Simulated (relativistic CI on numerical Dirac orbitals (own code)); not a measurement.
**Ca II: what numerical and physical settings do to a radial Dirac CI calculation**

Reference input:

```
atom Ca  Z=20  charge=1  electrons=19
nucleus A=40  rms_radius_fm=3.4776
hamiltonian dirac-coulomb  breit=on  qed=on  c_scale=1
orbitals kli  potential=per-configuration
slater_scale 1
correlation none
mixing on
grid step=0.0125 r_max=74.5
scf mixing=0.4 start=green max_iterations=150 tolerance=2e-08 node_fill=0.05
configurations
  [Ar] 4s
end
```

Computed lowest total energy -679.19629 Ha, 11 SCF steps. Runs with settings changed; * marks those that are bad on purpose (the QED terms keep the true α when c is scaled):

```csv
Changed,Outcome,Lowest level,ΔE (Ha),First excitation (cm⁻¹),SCF steps,Message
speed of light × 2,converged,4s 2S_1/2,2.06,,11,
"SCF tolerance 0.0001, iteration limit 20",converged,4s 2S_1/2,4.04e-06,,6,
SCF mixing 0.1,converged,4s 2S_1/2,-9.34e-10,,12,
QED terms off,converged,4s 2S_1/2,-0.126,,11,
iteration limit 4 *,not converged,,,,4,SCF of 1s2 2s2 2p6 3s2 3p6 4s did not converge
Slater scale 5 *,converged,4s 2S_1/2,0,,11,
```

With so few configurations and no correlation, terms lie too far apart (by 10 to 50 % near neutrality), their order can be wrong, and levels of other configurations are missing.
